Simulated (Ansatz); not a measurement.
Relaxation of AlAsH$_{6}$O$_{2}$ (10 atoms, charge 0, multiplicity 1), to a largest force component of 0.03 eV/Å in at most 50 steps.

Method: Ansatz, RKS PBE-D4/def2-SVP.

```xyz
10
Properties=species:S:1:pos:R:3:forces:R:3
Al -0.365 0.511 0.041 -0.20 0.04 -0.07
H 0.076 -1.648 -1.717 -2.13 -1.37 -0.52
O -0.533 1.912 -0.940 -0.02 0.00 -0.02
O -1.809 -0.332 0.454 -0.02 0.00 0.01
H 0.657 -1.269 -1.573 2.07 1.31 0.39
As 1.913 -0.030 0.608 0.28 0.01 0.20
H -1.406 2.225 -1.228 0.02 -0.01 0.02
H -1.840 -1.084 1.064 0.01 0.00 -0.01
H 1.861 0.930 1.814 0.01 0.00 -0.01
H 1.445 -1.215 1.479 -0.01 0.01 -0.01
```

Problem. Where does it end, and by what steps?

Solution. The run converged. After 8 steps the energy has fallen by 0.147 eV; H5 moved furthest, 0.57 Å.

```tsv
step	energy less start (eV)	largest force component (eV/Å)	accepted
0	0.0000	2.134	yes
1	-0.0986	0.608	yes
2	-0.1076	0.116	yes
3	-0.1117	0.282	yes
4	-0.1251	0.447	yes
5	-0.1358	0.212	yes
6	-0.1435	0.118	yes
7	-0.1461	0.074	yes
8	-0.1466	0.029	yes
```

```xyz
10
Properties=species:S:1:pos:R:3
Al -0.226 0.411 0.003
H -0.339 -1.447 -1.606
O -0.399 1.822 -0.963
O -1.656 -0.508 0.321
H 0.283 -1.206 -1.995
As 2.026 0.026 0.850
H -1.272 2.106 -1.279
H -1.682 -1.241 0.957
H 1.765 1.111 1.916
H 1.500 -1.074 1.797
```

Whether the end is a true minimum wasn't checked by a vibrational analysis.

The run took 19 s on 2 threads of Arm Neoverse V2, with other jobs on the host, peak memory 0.15 GiB.
